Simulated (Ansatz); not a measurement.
CH₇NO₂Zr (`[CH3][Zr]([NH2])([OH])[OH]`). Charge 0, multiplicity 1. Zr: def2 effective core potential. The geometry is a stationary point of PBE0-D4/def2-TZVP. It is one conformer, not always the lowest.

```xyz
12

C     1.777    0.235    0.119
Zr   -0.435    0.133   -0.216
N    -1.115   -1.301    1.060
O    -1.106    1.858    0.320
O    -0.640   -0.458   -2.038
H     2.260   -0.725   -0.096
H     2.239    0.990   -0.528
H     2.013    0.498    1.156
H    -1.223   -2.282    0.841
H    -1.455   -1.143    1.999
H    -1.486    2.730    0.351
H    -0.828   -0.535   -2.968
```

Question: What is the dipole moment at B3LYP/def2-TZVPP? (Estimate.)

Answer: Ansatz gave: 2.15 D, with components (-1.94, 0.43, -0.81) D in this frame, pointing from negative to positive charge.

Question: And with PBE, r2SCAN, ωB97M-V? (Estimate.)

Answer: Computed: PBE 2.12 D, r2SCAN 2.13 D, ωB97M-V 2.24 D.

Question: Give the Mulliken charges with B3LYP, r2SCAN, ωB97M-V in def2-TZVPP. (An estimate is asked.)

Answer: The calculation gave: 
```tsv
atom	B3LYP	r2SCAN	ωB97M-V
C1	-0.59	-0.51	-0.64
Zr2	1.33	1.33	1.28
N3	-0.56	-0.61	-0.51
O4	-0.52	-0.54	-0.49
O5	-0.52	-0.54	-0.49
H6	0.09	0.07	0.11
H7	0.08	0.06	0.11
H8	0.09	0.07	0.11
H9	0.13	0.15	0.11
H10	0.13	0.15	0.11
H11	0.17	0.19	0.16
H12	0.17	0.19	0.16
```

B3LYP here is the variant with VWN-RPA as its local correlation; programs differ in this.
